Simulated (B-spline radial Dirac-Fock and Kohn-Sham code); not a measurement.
## Auger decay of the M2 hole in Nd³⁺

System: the Nd³⁺ ion, configuration [Xe] 4f3.

These are calculated numbers from a radial finite-basis atomic code; the model is a relativistic independent-particle model: LDA orbitals of the hole state, radiative multipoles to third order, Auger rates from the Coulomb interaction with a continuum orbital, Dirac-Fock energies. Kinetic energies are configuration averages from the vacuum level; the two-hole energies are estimated from single-hole states.

```tsv
transition	kinetic energy (eV)	width (meV)	share (%)
M2-M4N1	10.22	717	10.8
M2-M5N1	32.15	127	1.9
M2-M4N2	78.57	719	10.9
M2-M5N2	100.1	833	12.6
M2-M4N3	101.8	1010	15.2
M2-M4N4	216.6	300	4.5
M2-M4N5	219.9	344	5.2
M2-M4O1	311.0	130	2.0
M2-M4O2	333.5	97.1	1.5
M2-M4O3	337.4	144	2.2
M2-M4N6	344.3	344	5.2
M2-M4N7	344.5	529	8.0
M2-M5O2	355.3	92.8	1.4
M2-N2N3	849.2	116	1.8
M2-N2N4	965.0	109	1.6
M2-N2N5	966.1	180	2.7
```

Coster-Kronig rates are the weakest part of this model and often come out 1.5 to 2.5 times too large. The listed channels hold 87 % of the non-radiative rate. Summed by principal shells, of 6.62 eV in all: MMN 79.2 %, MMO 10.1 %, MNN 9.0 %, MNO 1.5 %.
